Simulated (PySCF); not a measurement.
## Spin-rotation constants: `ClC(/C=C/C(=C)F)(Cl)Cl`, C₅H₄Cl₃F

Cartesian coordinates in Å; atom numbers follow the order of the lines, from 1:
```xyz
13

C    -2.6837    0.2770   -0.1168
C    -1.5570   -0.3075    0.2761
F    -1.6208   -1.5137    0.8812
C    -0.2208    0.2282    0.1215
C     0.8717   -0.4097    0.5411
C     2.2616    0.0865    0.4111
Cl    2.9970    0.2121    2.0402
Cl    3.2214   -1.0929   -0.5369
Cl    2.3925    1.6640   -0.3762
H    -2.6681    1.2355   -0.5988
H    -3.6362   -0.1959    0.0400
H    -0.1597    1.1918   -0.3604
H     0.7977   -1.3749    1.0243
```

Computed with PySCF, GIAO B97-D/pcseg-1 magnetisability, rotational g tensor and spin-rotation constants, non-relativistic, gas phase. Geometry: GFN2-xTB.

(1) Give the nuclear spin-rotation constants along the inertial axes (H = +C I·J) beside the isotropic shieldings.

Answers

(1) Rotational constants 1.4863, 0.5250, 0.5008 GHz. A star marks the isotopologue with that one atom substituted, in its own axes.
```tsv
atom	isotope	Caa (kHz)	Cbb (kHz)	Ccc (kHz)	mean (kHz)	σ (ppm)
F3	19F	2.390	0.606	0.244	1.080	282.5
Cl7	35Cl	0.873	0.270	0.146	0.430	365.5
Cl8	35Cl	0.874	0.270	0.147	0.430	365.2
Cl9	35Cl	0.892	0.081	0.216	0.396	482.3
H10	1H	-0.158	0.045	-0.064	-0.059	27.1
H11	1H	0.097	-0.045	-0.061	-0.003	26.8
H12	1H	-0.127	0.049	-0.067	-0.048	25.7
H13	1H	-0.132	0.050	-0.064	-0.049	25.5
C1	13C*	0.427	0.187	0.065	0.227	91.2
C2	13C*	0.561	0.233	0.123	0.306	26.6
C4	13C*	0.533	0.196	0.076	0.268	68.7
C5	13C*	0.564	0.207	0.084	0.285	56.3
C6	13C*	0.490	0.150	0.150	0.263	59.4
```
For the geometry as given, no vibrational averaging.
